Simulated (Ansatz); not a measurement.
Consider the substitution at a C–Al bond: `N[CH](F)[AlH][OH]` + H₂Se → `NC(F)[SeH]` + `[OH][AlH2]`.

Computed with Ansatz on PBE0-D4/def2-TZVP structures; ΔE is electronic, products minus reactants. CCSD(T)/CBS adds triple-zeta CCSD(T) − MP2 to the extrapolated MP2 energy (def2 sets, frozen cores). This one scheme is used for every species. Functionals use def2-TZVPP. For Se outer-core shells are correlated without core-valence functions, which leaves a few kJ/mol of doubt a bond. Scalar relativity is left out up to krypton. Each species was taken in one conformer, which may not be the lowest.

Is it downhill or uphill in electronic energy at CCSD(T)/CBS, and by how much? (Estimate.)

Computed: Uphill: ΔE = +7.1 kcal/mol.

What do these levels give: ωB97X-V, ωB97M-V, PBE, PBE0, HF/def2-TZVPP, SCS-MP2/def2-TZVPP? (Best estimate.)

Ansatz gave: ωB97X-V 7.2, ωB97M-V 7.7, PBE 7.1, PBE0 6.9, HF/def2-TZVPP 6.4, SCS-MP2/def2-TZVPP 6.0 kcal/mol.

Largest T1 diagnostic among the species: 0.013.
